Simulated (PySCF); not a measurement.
## TDDFT excited states: C3H11NOSi

C₃H₁₁NOSi.
SMILES: `CO[SiH2]N(C)C`

Method used: TDDFT CAM-B3LYP/def2-SVPD, vertical, gas phase, core orbitals frozen in the response in PySCF. The structure is a single PBE0-D3(BJ)/def2-SVP conformer in the gas phase; no vibrational or solvent corrections. Torsions of this conformer, `[CH3:1][O:2][SiH2:3][N:4]([CH3:5])[CH3:6]`: C1–O2–Si3–N4 -176°, O2–Si3–N4–C5 -84°.

Task: What does the calculation give for the low-lying excited states?

Result: 

```json
{"state": "S1", "E (eV)": "6.19", "E (kJ/mol)": "597", "λ (nm)": "200.3", "f": "0.0076", "main configurations (H = HOMO, L = LUMO)": "H→L (69%), H→L+1 (26%)"}
{"state": "S2", "E (eV)": "6.88", "E (kJ/mol)": "664", "λ (nm)": "180.3", "f": "0.086", "main configurations (H = HOMO, L = LUMO)": "H→L+2 (61%), H→L+1 (24%)"}
{"state": "S3", "E (eV)": "7.03", "E (kJ/mol)": "678", "λ (nm)": "176.4", "f": "0.018", "main configurations (H = HOMO, L = LUMO)": "H→L+4 (37%), H→L+2 (21%), H→L+1 (18%)"}
{"state": "S4", "E (eV)": "7.27", "E (kJ/mol)": "702", "λ (nm)": "170.4", "f": "0.0004", "main configurations (H = HOMO, L = LUMO)": "H→L+3 (92%)"}
{"state": "S5", "E (eV)": "7.44", "E (kJ/mol)": "718", "λ (nm)": "166.6", "f": "0.012", "main configurations (H = HOMO, L = LUMO)": "H→L+4 (55%), H→L+1 (13%), H→L+2 (13%)"}
{"state": "S6", "E (eV)": "7.48", "E (kJ/mol)": "721", "λ (nm)": "165.8", "f": "0.012", "main configurations (H = HOMO, L = LUMO)": "H-1→L (45%), H-1→L+1 (28%), H-1→L+2 (14%)"}
{"state": "S7", "E (eV)": "7.76", "E (kJ/mol)": "749", "λ (nm)": "159.7", "f": "0.0016", "main configurations (H = HOMO, L = LUMO)": "H-1→L+1 (47%), H-1→L+4 (23%), H-1→L+2 (16%)"}
{"state": "S8", "E (eV)": "7.86", "E (kJ/mol)": "758", "λ (nm)": "157.8", "f": "0.011", "main configurations (H = HOMO, L = LUMO)": "H→L+6 (70%), H→L+10 (10%), H→L+9 (9%)"}
{"state": "S9", "E (eV)": "8.07", "E (kJ/mol)": "779", "λ (nm)": "153.6", "f": "0.0003", "main configurations (H = HOMO, L = LUMO)": "H→L+8 (62%), H→L+7 (20%)"}
{"state": "S10", "E (eV)": "8.19", "E (kJ/mol)": "791", "λ (nm)": "151.3", "f": "0.052", "main configurations (H = HOMO, L = LUMO)": "H-1→L+2 (57%), H-1→L (25%)"}
```

Triplets (Tamm–Dancoff): T1 6.06 eV, H→L (65%), H→L+1 (25%); T2 6.40 eV, H→L+2 (58%), H→L+1 (23%), H→L+5 (10%); T3 6.73 eV, H→L+4 (33%), H→L (19%), H→L+2 (18%); T4 7.14 eV, H→L+3 (86%).

The lowest singlet comes at 200 nm (597 kJ/mol) in the ultraviolet; it is weak; its leading configuration is HOMO→LUMO (69%). The most intense listed level is S2 at 6.88 eV (180 nm, f = 0.086), 0.69 eV above S1. Löwdin shares by element: HOMO nitrogen 56%, carbon 19% or more, silicon 6% (atoms not listed hold the other 19%); LUMO carbon 31%, silicon 22% (atoms not listed hold the other 47%). Orbital energies (eV): HOMO-3 -11.11, HOMO-2 -10.11, HOMO-1 -9.32, HOMO -7.93, LUMO 1.28, LUMO+1 1.54, LUMO+2 1.97. The listed states span 2.00 eV, and the widest gap between neighbours is 0.69 eV (S1 to S2). Weighted by f, the mean energy of these states is 7.34 eV. The vertical ionisation energy (ΔSCF) is 8.59 eV, 0.40 eV above S10. The window holds the lowest 10 singlets.
